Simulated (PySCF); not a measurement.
From one molecule to another.

First species: Ge₂H₁₃NSi₃.
SMILES with atom numbers: `[SiH3:1][N:2]([SiH3:3])[SiH2:4][GeH2:5][GeH3:6]` (hydrogens: H7, H8, H9 on Si1; H10, H11, H12 on Si3; H13, H14 on Si4; H15, H16 on Ge5; H17, H18, H19 on Ge6)

Cartesian coordinates in Å at the PBE0-D3(BJ)/def2-SVP level; atoms count from 1:
```xyz
19
Ge2H13NSi3 angstrom
Si    -0.9056    1.9801    0.6879
N     -1.1822    0.2778    0.3697
Si    -2.4500   -0.2230   -0.7359
Si    -0.1579   -0.9543    1.0957
Ge     1.8627   -1.1789   -0.1499
Ge     3.0169    0.9481   -0.3100
H     -2.0681    2.6031    1.3921
H      0.3078    2.0811    1.5547
H     -0.6672    2.7399   -0.5762
H     -3.0001    1.0085   -1.3790
H     -1.9034   -1.1342   -1.7881
H     -3.5518   -0.9422   -0.0271
H      0.1535   -0.6048    2.5157
H     -0.9184   -2.2444    1.0725
H      1.5245   -1.6595   -1.5774
H      2.8028   -2.2275    0.4824
H      3.3635    1.4722    1.0964
H      2.1132    1.9844   -1.0046
H      4.3196    0.8100   -1.1202
```

Second species: C5H8GeN2O.
SMILES: `Cc1nccnc1[O][GeH3]`

Levels: CAM-B3LYP/def2-SVPD for dipole moment, HOMO energy, LUMO energy, HOMO–LUMO gap, static isotropic polarisability and electronic spatial extent ⟨r²⟩ about the centre of nuclear charge; TDDFT CAM-B3LYP/def2-SVPD for lowest singlet excitation; PBE0-D3(BJ)/def2-SVP for rotational constant A and rotational constant C. Geometries: PBE0-D3(BJ)/def2-SVP. Each structure is a single optimised conformer of the isolated species, non-relativistic unless stated; the electronic structure was computed with PySCF and density fitting.

The conformers computed, where there is a choice (atom-mapped SMILES and torsion angles):
- `[SiH3:1][N:2]([SiH3:3])[SiH2:4][GeH2:5][GeH3:6]`: Si1–N2–Si4–Ge5 -81°, N2–Si4–Ge5–Ge6 56°
- `[CH3:1][c:2]1[n:3][cH:4][cH:5][n:6][c:7]1[O:8][GeH3:9]`: N6–C7–O8–Ge9 0°

Problem. Which of the two has the higher rotational constant A, and by how much?

Solution. The second: 2.458 GHz against 1.151 GHz, a difference of 1.307 GHz.

Problem. Which of the two has the higher dipole moment, and by how much?

Solution. The second: 1.66 D against 0.30 D, a difference of 1.36 D.

Problem. Which of the two has the higher rotational constant C, and by how much?

Solution. The second: 0.546 GHz against 0.379 GHz, a difference of 0.167 GHz.

Problem. Which of the two has the higher ⟨r²⟩, and by how much?

Solution. The first: 2862 bohr² against 1885 bohr², a difference of 977 bohr².

Problem. Which has the higher HOMO–LUMO gap?

Solution. The first: 8.83 eV against 8.01 eV, a difference of 0.82 eV.

Problem. Which has the higher HOMO energy?

Solution. The second: -8.11 eV against -8.43 eV, a difference of 0.32 eV.

Problem. Which of the two has the higher S1 energy, and by how much?

Solution. The first: 5.72 eV against 4.57 eV, a difference of 1.15 eV.

Problem. Which has the higher static isotropic polarisability?

Solution. The first: 155.2 au against 106.5 au, a difference of 48.7 au.

On the first: In atomic units the dipole is 0.12 e·bohr (1 au = 2.5417 D). In wavenumbers S1 is 46200 cm⁻¹ (1 eV = 8065.54 cm⁻¹). The calculation is non-relativistic and has no spin–orbit coupling, an omission that weighs most on germanium.

On the second: S1 lies 3.44 eV below the HOMO–LUMO gap; its leading configuration is HOMO−1→LUMO, weight 0.98. The dipole matches unit charges of opposite sign 0.35 Å apart (1 e·Å = 4.8032 D). Relativistic effects, spin–orbit coupling among them, are left out although an element past zinc is present.
